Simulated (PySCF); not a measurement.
The dipole of `CC[C@H](C)CS(=O)(=O)Cl` from its density and from atomic charges.

Coordinates (GFN2-xTB, Å) and charges (e) from the PBE0/pcSseg-1 density (PySCF):

```tsv
atom	x	y	z	Mulliken	IAO	Hirshfeld	ESP-fitted
C1	-2.206	1.145	0.087	-0.2663	-0.4212	-0.1157	-0.2981
C2	-1.586	-0.242	0.205	-0.2032	-0.2474	-0.0592	+0.0425
C3	-0.181	-0.341	-0.408	-0.4318	-0.1027	-0.0217	+0.4933
C4	0.310	-1.785	-0.408	-0.2023	-0.4253	-0.1232	-0.8250
C5	0.808	0.535	0.338	-0.2645	-0.4406	-0.0669	-0.6878
S6	2.399	0.386	-0.502	+0.9430	+1.9623	+0.5322	+0.7800
O7	2.240	0.406	-1.919	-0.4691	-0.8340	-0.2706	-0.3966
O8	3.224	-0.618	0.086	-0.4671	-0.8323	-0.2759	-0.4005
Cl9	3.256	2.172	0.000	-0.1486	-0.2870	-0.0796	-0.1097
H10	-3.245	1.116	0.408	+0.1251	+0.1494	+0.0467	+0.0890
H11	-1.686	1.869	0.709	+0.1139	+0.1331	+0.0390	+0.0801
H12	-2.179	1.489	-0.944	+0.1169	+0.1412	+0.0430	+0.0669
H13	-2.227	-0.958	-0.312	+0.1299	+0.1408	+0.0457	+0.0144
H14	-1.543	-0.537	1.255	+0.1154	+0.1302	+0.0384	+0.0149
H15	-0.221	0.015	-1.443	+0.1540	+0.1471	+0.0365	+0.0103
H16	-0.387	-2.423	-0.947	+0.1232	+0.1471	+0.0478	+0.1888
H17	0.402	-2.160	0.610	+0.1142	+0.1394	+0.0411	+0.2016
H18	1.282	-1.855	-0.888	+0.1533	+0.1488	+0.0300	+0.2644
H19	0.551	1.588	0.301	+0.1877	+0.1752	+0.0517	+0.2110
H20	0.984	0.208	1.358	+0.1764	+0.1761	+0.0609	+0.2604
```

Task: What dipole does each set of charges give (1 e·Å = 4.803 D), and what does the density give?

Result: The full density gives (-4.18, 0.35, 1.78) D, 4.56 D in size; dipole vectors point from the negative to the positive end.

| scheme | μx | μy | μz | size (D) | share of the full size (%) | angle to the full dipole (°) |
| --- | --- | --- | --- | --- | --- | --- |
| Mulliken | -4.56 | 0.47 | 2.44 | 5.19 | 114 | 5 |
| IAO | -4.94 | 1.20 | 2.67 | 5.75 | 126 | 9 |
| Hirshfeld | -2.75 | 0.61 | 1.35 | 3.12 | 68 | 7 |
| ESP-fitted | -4.24 | 0.32 | 1.80 | 4.62 | 101 | 0 |

Task: Which set comes closest?

Result: Length of the difference vector: ESP-fitted 0.07 D, Mulliken 0.76 D, IAO 1.45 D, Hirshfeld 1.52 D. Closest: ESP-fitted. ESP charges are fitted to the potential around the molecule, whose slowest-falling term is the dipole's. The schemes that divide the density aren't constrained to reproduce the dipole.

Task: What is left for the Hirshfeld atoms' own dipoles?

Result: The Hirshfeld atoms' densities add up to the full density, so μ = Σ q r + Σ (atomic dipoles). The atomic dipoles sum to (-4.18, 0.35, 1.78) − (-2.75, 0.61, 1.35) = (-1.43, -0.26, 0.43) D, 1.52 D in size.

Task: With the origin at the mean of the coordinates, (0.000, 0.001, -0.121) Å, which are the largest single terms, by size, of the ESP-fitted dipole along the direction of the full one?

Result: S6 -8.70, O8 +5.63, O7 +5.19, C1 -3.14, C4 +2.11 D; all 20 atoms together +4.62 D. The single terms depend on the origin, their sum doesn't.

Task: Give the size of the full dipole in other units.

Result: 4.56 D = 1.794 au = 0.949 e·Å = 15.21 × 10⁻³⁰ C·m.

Geometry: GFN2-xTB, one conformer, isolated molecule.

The run behind these numbers computed NMR shieldings as well. Hardware: one thread of an Arm Neoverse V1, shared host with 64 logical CPUs at a one-minute load of 34. Cost: 61 s of wall time (grids of density and orbitals included), 1.1 GiB resident at most.

Shape of the structure used: `[CH3:1][CH2:2][C@H:3]([CH3:4])[CH2:5][S:6](=[O:7])(=[O:8])[Cl:9]`: C1–C2–C3–C4 -173°, C2–C3–C5–S6 -178°, C3–C5–S6–O7 42°.
